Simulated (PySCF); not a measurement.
PySCF job for Mo(NH)(S)(Cl)2 (Cl₂HMoNS), SMILES [Cl][Mo](=[S])(=[NH])[Cl], multiplicity 1, PBE-D3(BJ)/def2-SVP. Coordinates come from a PBE-D3(BJ)/def2-SVP optimisation. The multiplicity is an assumed one; no other spin state was optimised. The structure was generated by enumeration; whether it is a known compound was not checked. The def2 effective core potentials stand for the cores of Mo; spin–orbit coupling is left out.

```python
import numpy as np
from pyscf import gto, scf, dft, df
from pyscf.hessian import thermo

mol = gto.M(
    atom='''
    Mo    0.18924084    0.02771472   -0.00000000
    N     1.91060547    0.15272474    0.00000001
    H     2.79196523    0.68365211    0.00000001
    S    -0.59748106    1.99972501    0.00000002
    Cl   -0.42807711   -1.02683365    1.91970820
    Cl   -0.42807711   -1.02683362   -1.91970822
    ''',
    basis='def2-SVP',
    ecp={'Mo': 'def2-svp'},
    charge=0,
    spin=0,
    max_memory=1600,
    verbose=3,
)
mf = dft.RKS(mol, xc='pbe').density_fit(auxbasis='def2-universal-jkfit')
mf.disp = 'd3bj'
mf.grids.level = 3
mf.conv_tol = 1e-11
mf.max_cycle = 100
mf.kernel()

# [left out here: the lines that compute and print the analytic Hessian (its translational invariance restored by hand, since the grid's response is missing), thermochemistry and intensities]
```

Program output:

```
converged SCF energy = -1441.30995709502

WARN: DFTD3 does not support analytical Hessian, using finite difference


WARN: Mole.unit (angstrom) is changed to Bohr

Mode                                 0                   1                   2
Irrep
Freq [cm^-1]                      108.3943            141.9434            151.3449
Reduced mass [au]                  35.7475             34.0776             30.7958
Force const [Dyne/A]                0.2475              0.4045              0.4156
Char temp [K]                     155.9553            204.2249            217.7517
Normal mode                   x     y     z       x     y     z       x     y     z
       0  Mo                 0.02  0.03 -0.00   -0.00 -0.00 -0.03    0.06 -0.01  0.00
       1   N                 0.02  0.03 -0.00   -0.00 -0.00 -0.02    0.06  0.04  0.00
       2   H                 0.02  0.03  0.00   -0.00 -0.00  0.03    0.04  0.07 -0.00
       3   S                 0.01  0.03  0.00   -0.00 -0.00  0.13   -0.06 -0.06 -0.00
       4  Cl                -0.03 -0.07 -0.08   -0.02  0.07 -0.01   -0.06  0.04 -0.01
       5  Cl                -0.03 -0.07  0.08    0.02 -0.07 -0.01   -0.06  0.04  0.01
Mode                                 3                   4                   5
Irrep
Freq [cm^-1]                      211.1595            251.4822            385.9274
Reduced mass [au]                   4.2440              4.3912             20.6183
Force const [Dyne/A]                0.1115              0.1636              1.8093
Char temp [K]                     303.8116            361.8268            555.2636
Normal mode                   x     y     z       x     y     z       x     y     z
       0  Mo                 0.00  0.00  0.02    0.01  0.02  0.00    0.03  0.03 -0.00
       1   N                 0.00  0.00 -0.20    0.02 -0.19 -0.00    0.02 -0.01  0.00
       2   H                -0.00  0.00 -0.44    0.15 -0.40 -0.00    0.09 -0.12  0.00
       3   S                 0.00  0.00  0.00   -0.08  0.00 -0.00   -0.02  0.03  0.00
       4  Cl                -0.05 -0.01  0.02    0.02  0.01 -0.02   -0.03 -0.05  0.09
       5  Cl                 0.05  0.01  0.02    0.02  0.01  0.02   -0.03 -0.05 -0.09
Mode                                 6                   7                   8
Irrep
Freq [cm^-1]                      420.0041            515.4950            560.0565
Reduced mass [au]                  15.2885              1.4916              8.7981
Force const [Dyne/A]                1.5890              0.2335              1.6259
Char temp [K]                     604.2924            741.6825            805.7966
Normal mode                   x     y     z       x     y     z       x     y     z
       0  Mo                 0.00  0.00  0.06   -0.00  0.03 -0.00    0.02 -0.05 -0.00
       1   N                 0.00 -0.00  0.00    0.05 -0.12  0.00    0.02 -0.02  0.00
       2   H                 0.00 -0.00 -0.21   -0.42  0.69 -0.00   -0.15  0.26  0.00
       3   S                -0.00  0.00 -0.01    0.00 -0.04  0.00   -0.05  0.13 -0.00
       4  Cl                 0.02  0.04 -0.08   -0.00 -0.00  0.01   -0.00  0.00 -0.00
       5  Cl                -0.02 -0.04 -0.08   -0.00 -0.00 -0.01   -0.00  0.00  0.00
Mode                                 9                  10                  11
Irrep
Freq [cm^-1]                      580.6648            983.9584           3487.9582
Reduced mass [au]                   1.3427              7.7310              1.0828
Force const [Dyne/A]                0.2667              4.4100              7.7611
Char temp [K]                     835.4474           1415.6970           5018.3953
Normal mode                   x     y     z       x     y     z       x     y     z
       0  Mo                 0.00 -0.00  0.02   -0.04 -0.01 -0.00    0.00 -0.00  0.00
       1   N                 0.00  0.00 -0.12    0.23  0.03  0.00   -0.06 -0.04 -0.00
       2   H                -0.00  0.00  0.85    0.27  0.01  0.00    0.82  0.49  0.00
       3   S                 0.00  0.00 -0.01    0.00  0.00  0.00    0.00 -0.00  0.00
       4  Cl                -0.00  0.00 -0.01    0.00 -0.00  0.00    0.00  0.00 -0.00
       5  Cl                 0.00 -0.00 -0.01    0.00 -0.00 -0.00    0.00  0.00  0.00
temperature 298.1500 [K]
pressure 101325.00 [Pa]
Rotational constants [GHz] 1.73890 1.45170 1.08666
Symmetry number 1
Zero-point energy (ZPE) 0.01777 [Eh]   46644.723 [J/mol]
                           tot       elec      trans        rot        vib
Entropy [J/mol/K]       365.077      0.000    175.664    121.967     67.446
Cv [J/mol/K]             92.171      0.000     12.472     12.472     67.227
Cp [J/mol/K]            100.485      0.000     20.786     12.472     67.227
Internal energy [J/mol]                      3718.434   3718.434  57842.475
Internal energy [Eh]   -1441.28509  -1441.30996
Enthalpy [J/mol]                             6197.391   3718.434  57842.475
Enthalpy [Eh]          -1441.28415
Gibbs free energy [J/mol]                  -46176.902 -32646.069  37733.486
Gibbs free energy [Eh] -1441.32561
mode   freq/cm-1   IR/(km/mol)
   1      108.39         0.236
   2      141.94         0.108
   3      151.34         0.190
   4      211.16         5.377
   5      251.48        10.971
   6      385.93        16.952
   7      420.00        33.655
   8      515.49       221.930
   9      560.06         7.694
  10      580.66       109.978
  11      983.96        65.764
  12     3487.96       195.674
max |gradient| / (hartree/bohr): 8.688285728093557e-05
APT charges: [ 1.4643 -0.6956  0.3519 -0.3459 -0.3874 -0.3874]
```

The calculation finished and met its thresholds.

Cost: very roughly 70 core-seconds.
